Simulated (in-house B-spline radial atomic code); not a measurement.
Values are calculated unless marked as measured or tabulated.
## Weak and strong correlation along the adiabatic connection

Two-electron singlets in several external potentials (atomic units), by full CI in B-splines with partial waves to l = 8 (correlation energies up to 0.6 % small). The repulsion is scaled by λ at fixed density; W(λ) is the mean repulsion less the Hartree energy, W(0) = E_x, and the area under W from 0 to 1 is E_xc.

One system gave this curve:

```json
{"λ": "0", "W (hartree)": "-1.0891"}
{"λ": "0.02", "W (hartree)": "-1.0909"}
{"λ": "0.05", "W (hartree)": "-1.0937"}
{"λ": "0.12", "W (hartree)": "-1.1001"}
{"λ": "0.25", "W (hartree)": "-1.1114"}
{"λ": "0.4", "W (hartree)": "-1.1237"}
{"λ": "0.6", "W (hartree)": "-1.1391"}
{"λ": "0.8", "W (hartree)": "-1.1533"}
{"λ": "1", "W (hartree)": "-1.1665"}
{"λ": "1.4", "W (hartree)": "-1.1903"}
{"λ": "2", "W (hartree)": "-1.2206"}
{"λ": "3", "W (hartree)": "-1.2602"}
{"λ": "4.5", "W (hartree)": "-1.303"}
{"λ": "7", "W (hartree)": "-1.3493"}
{"λ": "10", "W (hartree)": "-1.3838"}
```

Question: Which system is it?
A. −Z/r, Z = 1.6
B. −Z exp(−kr)/r, Z = 5.19, k = 2.03
C. −Z/r, Z = 2, wall at 2.8 bohr
D. −Z/r, Z = 16

Answer: C. The exchange energy sets the size: −Z/r, Z = 2, wall at 2.8 bohr: E_x = -1.09, E_c = -0.0413; −Z/r, Z = 16: E_x = -9.78, E_c = -0.0458; −Z exp(−kr)/r, Z = 5.19, k = 2.03: E_x = -2.64, E_c = -0.046; −Z/r, Z = 1.6: E_x = -0.773, E_c = -0.0411 hartree.
